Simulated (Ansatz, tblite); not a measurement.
Cost and result up the ladder for Ga8P8H22, a nanocrystal cut from wurtzite GaP (hydrogen-capped) (38 atoms). Total charge 0; singlet. Geometry: PBE-D4/def2-SVP.

```csv
atom,x (Å),y (Å),z (Å)
Ga1,-0.068,-4.539,-0.433
P2,2.180,-3.610,-0.089
P3,-1.181,-2.409,-0.668
Ga4,-1.173,-1.149,1.354
Ga5,2.647,-1.248,-0.060
P6,1.104,-0.388,1.542
P7,-2.414,0.860,1.038
Ga8,-2.595,2.161,3.064
Ga9,1.433,1.973,1.621
P10,-0.208,2.722,3.216
Ga11,-0.424,-1.291,-2.618
P12,1.736,-0.429,-2.094
P13,-1.782,0.705,-2.640
Ga14,-1.756,2.240,-0.775
Ga15,1.947,1.974,-2.375
P16,0.575,2.648,-0.488
H17,-0.473,-5.209,0.937
H18,-0.022,-5.270,-1.830
H19,2.756,-4.155,1.102
H20,3.093,-4.186,-1.028
H21,-2.559,-2.712,-0.916
H22,-1.619,-1.977,2.618
H23,4.159,-0.908,0.219
H24,1.573,-0.871,2.806
H25,-3.745,0.434,0.726
H26,-2.895,1.212,4.287
H27,-3.337,3.519,2.757
H28,2.899,2.432,1.962
H29,0.292,2.375,4.510
H30,-0.047,4.140,3.317
H31,-0.536,-2.095,-3.967
H32,2.575,-0.997,-3.105
H33,-3.138,0.303,-2.848
H34,-1.594,1.416,-3.865
H35,-2.650,3.508,-1.043
H36,3.442,2.389,-2.091
H37,1.145,2.356,-3.687
H38,0.661,4.077,-0.457
```

Ansatz on 2 threads of AMD EPYC 7R13 on a shared host and a share (18 GiB) of an NVIDIA H100 80GB HBM3; xTB runs through tblite on one thread. Times are rough, summed over both states, and most runs start from the orbitals of an earlier one. PBE0-D4/def2-SVP serves as the yardstick here, not as an exact answer. The other state is a doublet.

The xTB rows come from tblite. Single mean-field runs in def2-SVP are fitted with def2-universal-jkfit. HOMO above LUMO, or a gap near zero within one spin, warns that the state may not be the lowest or that an electron is smeared out.

Raw xTB energies of ions are shifted by several eV.

```csv
level,functions,wall time,vertical IE (eV),difference from PBE0-D4/def2-SVP (eV),remarks
GFN2-xTB,166,0.36 s,12.67,4.43,–
GFN1-xTB,188,0.49 s,12.01,3.77,–
LDA (SPW92)/def2-SVP (with forces),510,24 s,7.70,-0.54,gap within one spin near zero (+1 doublet)
PBE-D4/def2-SVP,510,24 s,7.71,-0.53,gap within one spin near zero (+1 doublet)
PBE0-D4/def2-SVP (with forces),510,30 s,8.24,0.00,–
```
